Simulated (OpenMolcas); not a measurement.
**Levels of Au2+ by method**

```yaml
Program: OpenMolcas 26.06
Basis: ANO-RCC-VQZP [9s8p6d4f2g1h]
Scalar_Hamiltonian: DKH2, point nucleus
Active_space: 9 electrons in 6 orbitals (5d 6s)
State_averaging: 2S+1 = 2 even, 30 roots; 2S+1 = 4 even, 10 roots kept (CI in the orbitals of an earlier block)
Spin-orbit_coupling: RASSI with atomic mean-field integrals over the reference wave functions, term energies averaged over their components
```

Methods on the same reference wave functions:
A. CASSCF
B. SS-CASPT2, IPEA 0.25 Eh, imaginary shift 0.1 Eh (closed shells correlated: 5s 5p)
C. MS-CASPT2, IPEA 0.25 Eh, imaginary shift 0.1 Eh (closed shells correlated: 5s 5p)

Energies in cm-1 above 5d9 2D 5/2, the measured ground level; measured values from Iglesias, J. Res. Natl. Bur. Stand. 64A, 481 (1960).

| Level | A | B | C | Measured |
| --- | --- | --- | --- | --- |
| 5d9 2D 5/2 | 0.0 | 0.0 | 0.0 | 0.0 |
| 5d9 2D 3/2 | 13142 | 13140 | 13280 | 12694 |
| 5d8 6s 4F 9/2 | 25328 | 27640 | 27710 | 29754 |
| 5d8 6s 4F 7/2 [62 %] | 31108 | 32630 | 32690 | 35077 |
| 5d8 6s 2F 7/2 [60 %] | 42792 | 43360 | 43420 | 45740 |
| 5d8 6s 4P 1/2 | 49261 | 47800 | 47860 | 49439 |
| 5d8 6s 2G 9/2 | 57467 | 56140 | 56200 | 57819 |
| 5d8 6s 2G 7/2 | 57935 | 56570 | 56630 | 58585 |
| 5d8 6s 2P 1/2 | 59566 | 56310 | 56370 | 58327 |

Deviations, from unrounded energies. A percentage is the sum of absolute deviations over the sum of measured energies, with the sign that they share, or ± where signs differ.

| Against measurement | Levels | A | B | C |
| --- | --- | --- | --- | --- |
| mean absolute deviation (cm-1) | 8 | 1800 | 1800 | 1800 |
| fine structure of the ground term (%) | 1 | +3.5 | +3.5 | +4.6 |
| other configurations (%) | 7 | ±4.1 | -4.3 | -4.1 |

A, B, C lie about equally close to measurement. The largest miss of A in the table is 5d8 6s 4F 9/2, by -4400 cm-1. The ranking rests on the paired levels alone, and a cruder setting can come out closer through cancelling errors.

Between B and C the level of the table that moves most is 5d9 2D 3/2, by 140 cm-1 (lowest in B, highest in C). Moves below CASPT2's spread within the term are not significant.

The mean deviations of B to C differ by less than CASPT2's widest spread within a term (930 cm-1), so their order carries little weight.

The lowest spin-free term lies below A's lowest term by 0.553 hartree in B, 0.553 hartree in C.

Term energies are means over components that CASPT2 splits; among the terms shown or strongly mixed into the levels shown the widest spread is 930 cm-1 (5d8 6s 2F, C). Terms from blocks run as CI alone lack orbitals of their own. A single d shell beside an s shell can misplace configurations of different d count against each other. Without dynamic correlation excited terms often stand tens of per cent too high (terms of higher spin than the ground term too low), and those without a measured partner can miss by more than the paired ones (holds for A). The CASPT2 spread within a term exceeds the gap to the next term for 5d8 6s 2P and 5d8 6s 2G, so the order of their levels is uncertain (holds for B; C). Measured partners are found by configuration, term and J. A level has none where our copy of the source lacks it or the pairing is in doubt (some pairs that miss far off the trend of their configuration count as doubtful), and it then counts in no deviation. Levels of configurations outside the active space are missing. Levels that lie high or do not pair safely by name in every column are left out.

A share in square brackets marks a mixed level and gives the weight of the term that names it, the lowest over the columns.
